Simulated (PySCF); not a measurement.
CH4Cl2OSi2. Atoms are numbered in the order given.

```xyz
10

Cl     1.4984     0.1124     1.6725
Si     0.2951    -0.0152     0.0000
Cl     1.4984     0.1124    -1.6725
C     -0.9233    -1.4969     0.0000
O     -2.1560    -0.7678     0.0000
Si    -1.8465     0.9014     0.0000
H     -0.8487    -2.1389    -0.8943
H     -0.8487    -2.1389     0.8943
H     -2.3700     1.5876     1.2167
H     -2.3700     1.5876    -1.2167
```
Charge 0, spin multiplicity 1.

Coordinates come from a PBE0-D3(BJ)/def2-SVP optimisation. This is a generated structure with no PubChem entry under its InChIKey; it may be hypothetical.

Computed with PBE/def2-TZVP (PySCF).

ESP charges are fitted to the potential on shells at 1.4 to 2.0 van der Waals radii. Atomic charges (e):

```csv
atom,ESP fit,Löwdin
Cl1,-0.07,0.25
Si2,0.00,-0.45
Cl3,-0.07,0.25
C4,0.00,(withheld)
O5,-0.33,(withheld)
Si6,0.40,(withheld)
H7,0.09,0.13
H8,0.09,0.13
H9,-0.06,-0.03
H10,-0.06,-0.03
```

### Question
Fill in the missing entries. (Estimate from the structure and the level; the computed values follow.)

### Answer

- C4, Löwdin: -0.43
- O5, Löwdin: 0.07
- Si6, Löwdin: 0.12

Computed Mayer and Wiberg (Löwdin basis) orders of the bonds:
```tsv
bond	Mayer	Wiberg
Cl1–Si2	1.17	1.85
Si2–Cl3	1.17	1.85
Si2–C4	0.92	1.09
C4–O5	0.99	1.46
Si2–Si6	0.92	1.02
O5–Si6	1.13	1.47
C4–H7	0.92	0.89
C4–H8	0.92	0.89
Si6–H9	0.91	0.94
Si6–H10	0.91	0.94
```
